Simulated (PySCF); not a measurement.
C2H4FNOSi, SMILES N#C[C@@H](F)[SiH2]O.

Geometry: ωB97X-D3(BJ)/def2-SVP. The structure was generated by enumeration; whether it is a known compound was not checked. Other conformers were not sampled.

All values below come from PBE/def2-TZVP in PySCF.

Isolated molecule, no solvent.

Computed frontier levels, gap, dipole moment and polarisability:
The highest occupied level is -7.43 eV. The lowest empty level is -1.99 eV and the orbital gap comes out as 5.44 eV. The dipole moment is 3.30 D, the quadrupole, principal values (traceless, Buckingham form, about the centre of nuclear charge) comes out as -12.43, 3.59, 8.84 D·Å and the mean static polarisability is 57.6 bohr³ (8.54 Å³). The polarisability, principal values is 47.8, 51.9, 73.2 bohr³.
